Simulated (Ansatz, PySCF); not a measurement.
Spin states of H2Hf (SMILES [HfH2]), each relaxed with B3LYP-D3(BJ)/def2-TZVP.
State 1 (charge 0, multiplicity 1):
```xyz
3

Hf     0.345     0.093     0.384
H      0.066    -1.640    -0.146
H     -0.445     1.595    -0.309
```
State 2 (charge 0, multiplicity 3):
| atom | x (Å) | y (Å) | z (Å) |
|---|---|---|---|
| Hf | 0.3879 | 0.1020 | 0.4327 |
| H | 0.0433 | -1.6324 | -0.1703 |
| H | -0.4643 | 1.5778 | -0.3328 |

Singlets are restricted, other states unrestricted; no spin–orbit coupling, no relativity up to Kr; see below for the cores. The largest T1 diagnostic is 0.021.

The values were computed with Ansatz (Gaussian orbitals); PySCF for the dispersion terms. Each number belongs to the level named beside it. In def2 rows elements past Kr take small-core potentials, without spin–orbit coupling.

One of these levels gives -3.69 kcal/mol for the energy of the multiplicity-3 state less that of the multiplicity-1 state. Which?
(A) B97M-V/def2-TZVPP
(B) B3LYP-D3(BJ)/def2-TZVPP
(C) BHLYP/def2-TZVPP
(D) SVWN5/def2-TZVPP

A, B97M-V/def2-TZVPP. The others give 4.59 (SVWN5/def2-TZVPP), 1.98 (B3LYP-D3(BJ)/def2-TZVPP), 0.23 (BHLYP/def2-TZVPP)

Ansatz is a first-principles code.
